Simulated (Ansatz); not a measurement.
A structure relaxed at r2SCAN-D4/def2-SVP in Ansatz, charge 0, singlet:

```tsv
atom	x (Å)	y (Å)	z (Å)
Ge1	0.029	-1.462	0.462
O2	0.638	0.993	-0.260
O3	-0.675	0.939	-0.351
O4	1.125	-0.413	-0.558
O5	-1.116	-0.057	0.707
```

(1) Give its formula and point group.

(2) Summarise the bond lengths by kind (pairs closer than 1.2 times the sum of covalent radii, bridged metal pairs left out).

Answers

(1) the cluster GeO4. Point group C2 (tolerance 0.1 Å).

(2) 3 × O–O 1.32 to 1.52 Å; 2 × Ge–O 1.83 Å.

The structure holds 3 bonds between oxygen atoms, so isomers without such links may lie far lower. The restricted singlet is unstable towards broken spin symmetry in Hartree–Fock (as tested in another run); at r2SCAN-D4/def2-SVP this wasn't settled. Another isomer (singlet) lies 0.71 eV lower at PBE0-D4/def2-TZVP; other spin states weren't run for this one.
